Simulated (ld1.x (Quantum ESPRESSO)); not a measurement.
## Reading a pseudo-wave (chromium)

Columns: radius, all-electron u(r) and pseudo u(r) of the 3d shell (level -2.91 eV) of chromium in the configuration [Ar] 3d5 4s1 4p0; PBE, scalar-relativistic, ultrasoft scheme, ld1.x (Quantum ESPRESSO) 7.5.

| r (bohr) | all-electron | pseudo |
| --- | --- | --- |
| 0.210 | 0.2100 | 0.0234 |
| 0.420 | 0.5587 | 0.1575 |
| 0.630 | 0.7521 | 0.3966 |
| 0.840 | 0.8017 | 0.6242 |
| 1.050 | 0.7725 | 0.7300 |
| 1.260 | 0.7116 | 0.7102 |
| 1.470 | 0.6425 | 0.6425 |
| 1.680 | 0.5752 | 0.5752 |
| 1.890 | 0.5136 | 0.5136 |
| 2.100 | 0.4586 | 0.4586 |
| 2.310 | 0.4100 | 0.4100 |
| 2.520 | 0.3672 | 0.3672 |
| 2.730 | 0.3294 | 0.3294 |
| 2.940 | 0.2960 | 0.2960 |
| 3.150 | 0.2661 | 0.2661 |
| 3.360 | 0.2395 | 0.2395 |
| 3.570 | 0.2157 | 0.2157 |
| 3.780 | 0.1943 | 0.1943 |
| 3.990 | 0.1750 | 0.1750 |
| 4.200 | 0.1578 | 0.1578 |
| 4.410 | 0.1422 | 0.1422 |
| 4.620 | 0.1283 | 0.1283 |
| 4.830 | 0.1157 | 0.1157 |
| 5.040 | 0.1045 | 0.1045 |
| 5.250 | 0.0943 | 0.0943 |
| 5.460 | 0.0852 | 0.0852 |

(1) How many radial nodes do the two functions have?

(2) At about which radius was the pseudo-wave matched?

(3) Is the pseudo-wave norm-conserving?

Answers

(1) The all-electron 3d function has n − l − 1 = 0; the pseudo-wave has 0.

(2) 1.50 bohr, where the columns begin to agree (steps of 0.21 bohr).

(3) No, it belongs to an ultrasoft set: the norm inside the radius is not constrained, and the difference is carried by the augmentation charge.
